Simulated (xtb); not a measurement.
C2H4NO, doublet, geometry from GFN2-xTB; GFN0-xTB in xtb 6.7.1.

Here is a job for xtb.
```
$ xtb mol.xyz --gfn 0 --uhf 1 --hess --json

# file mol.xyz
8

O      0.26454729     1.29773969     0.28038356
C     -0.00493724     0.12821280     0.02873673
N      0.98714613    -0.78717018    -0.20832170
C     -1.33891368    -0.38189073    -0.04047884
H      0.79601498    -1.74930651    -0.41636310
H     -1.54281494    -1.41283947    -0.26342944
H     -2.15856718     0.28838609     0.13621077
H      1.94207144    -0.47589881    -0.17078220
```

What the program printed (banner, timings and long lists left out):

```
   ID    Z sym.   atoms
    1    8 O      1
    2    6 C      2, 4
    3    7 N      3
    4    1 H      5-8

           -------------------------------------------------
          |                Calculation Setup                |
           -------------------------------------------------

           -------------------------------------------------
          |                 G F N 0 - x T B                 |
           -------------------------------------------------

          ...................................................
          :                      SETUP                      :
          :.................................................:
          :  # basis functions                  24          :
          :  # atomic orbitals                  24          :
          :  # shells                           16          :
          :  # electrons                        23          :
          :  electronic temp.          300.0000000     K    :
          :  accuracy                    1.0000000          :
          :  -> integral cutoff          0.2500000E+02      :
          :  -> integral neglect         0.1000000E-07      :
          ...................................................

         :::::::::::::::::::::::::::::::::::::::::::::::::::::
         ::                     SUMMARY                     ::
         :::::::::::::::::::::::::::::::::::::::::::::::::::::
         :: total energy             -12.600726706962 Eh    ::
         :: gradient norm              0.024005052145 Eh/a0 ::
         :: HOMO-LUMO gap              4.859939040401 eV    ::
         ::.................................................::
         :: H0 energy                -12.619096906734 Eh    ::
         :: repulsion energy           0.158999528651 Eh    ::
         :: electrostat energy        -0.113948121590 Eh    ::
         :: -> Gsolv                   0.000000000000 Eh    ::
         ::    -> Gsasa                0.000000000000 Eh    ::
         ::    -> Gshift               0.000000000000 Eh    ::
         :: dispersion energy         -0.001456292238 Eh    ::
         :: short-range corr.         -0.025224915051 Eh    ::
         :: add. restraining           0.000000000000 Eh    ::
         :: total charge              -0.000000000000 e     ::
         :::::::::::::::::::::::::::::::::::::::::::::::::::::

           -------------------------------------------------
          |                Numerical Hessian                |
[...]
          :  imag. cutoff                  -20.0000000 cm⁻¹ :
          :.................................................:

    mode    ω/cm⁻¹     T·S(HO)/kcal·mol⁻¹    T·S(FR)/kcal·mol⁻¹   T·S(vib)
   ------------------------------------------------------------------------
   ------------------------------------------------------------------------

   temp. (K)  partition function   enthalpy   heat capacity  entropy
                                   cal/mol     cal/K/mol   cal/K/mol   J/K/mol
 298.15  VIB   2.44                 1217.623     10.827      5.854
         ROT  0.341E+05              888.752      2.981     23.723
         INT  0.831E+05             2106.375     13.808     29.577
         TR   0.428E+27             1481.254      4.968     38.080
         TOT                        3587.6292    18.7762    67.6570   283.0768

       T/K    H(0)-H(T)+PV         H(T)/Eh          T*S/Eh         G(T)/Eh
   ------------------------------------------------------------------------
    298.15    0.571725E-02    0.630659E-01    0.321460E-01    0.309199E-01
   ------------------------------------------------------------------------

         :::::::::::::::::::::::::::::::::::::::::::::::::::::
         ::                  THERMODYNAMIC                  ::
         :::::::::::::::::::::::::::::::::::::::::::::::::::::
         :: total free energy         -12.569806829223 Eh   ::
         ::.................................................::
         :: total energy              -12.600726706962 Eh   ::
         :: zero point energy           0.057348644331 Eh   ::
         :: G(RRHO) w/o ZPVE           -0.026428766592 Eh   ::
         :: G(RRHO) contrib.            0.030919877739 Eh   ::
         :::::::::::::::::::::::::::::::::::::::::::::::::::::

           -------------------------------------------------
          | TOTAL ENERGY              -12.600726706962 Eh   |
          | TOTAL ENTHALPY            -12.537660811549 Eh   |
          | TOTAL FREE ENERGY         -12.569806829223 Eh   |
          | GRADIENT NORM               0.024005052145 Eh/α |
          | HOMO-LUMO GAP               4.859939040401 eV   |
           -------------------------------------------------
########################################################################
[WARNING] Runtime exception occurred
-1- hessian_numhess: Hessian on incompletely optimized geometry!
########################################################################

normal termination of xtb
```
